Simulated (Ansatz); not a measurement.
Born–Oppenheimer molecular dynamics of GaH$_{4}$NO (7 atoms, charge 0, multiplicity 1). It starts from a relaxed structure.

Computed with RKS PBE0-D4/def2-SVP (Ansatz 0.2.0).

| Quantity | Value |
| --- | --- |
| ensemble | NVT, Langevin thermostat |
| time step | 0.5 fs |
| steps asked | 300 |
| set temperature | 1000 K |
| friction | 0.005 /fs |
| seed | 736965 |

First frame:

```xyz
7
Properties=species:S:1:pos:R:3
Ga -0.034 0.060 -0.046
O -0.034 -0.262 1.711
H -0.896 -0.447 2.095
H 1.324 0.363 -0.730
N -1.619 0.011 -0.919
H -2.514 -0.187 -0.492
H -1.710 0.182 -1.913
```

What does the run give?

All steps were run.

```
steps done                                               : 300
time covered                                             : 150 fs
mean temperature over the second half                    : 793 K
spread of the potential energy over the second half      : 12.0 meV per atom
mean potential energy of the second half above the start : 63.3 meV per atom
```

The mean temperature of the second half is 21 % below the set value. A run of 0.15 ps of so small a system gives no equilibrium averages.

What happens to the structure?

The same pairs are bonded in the first frame and the last. Pairs count as bonded within 1.25 times the sum of covalent radii (0.12 Å more for H–H). The details hang on the random start.

How do temperature and energy run in time?


```csv
time (fs),T (K),potential energy less start (eV)
0.0,857,0.000
12.5,319,0.604
25.0,851,0.314
37.5,581,0.677
50.0,965,0.364
62.5,912,0.499
75.0,748,0.430
87.5,815,0.384
100.0,874,0.468
112.5,666,0.532
125.0,882,0.395
137.5,736,0.485
150.0,808,0.492
```

Run time: 11 min on 1 thread of Arm Neoverse V2 (shared host), peak memory 0.15 GiB.
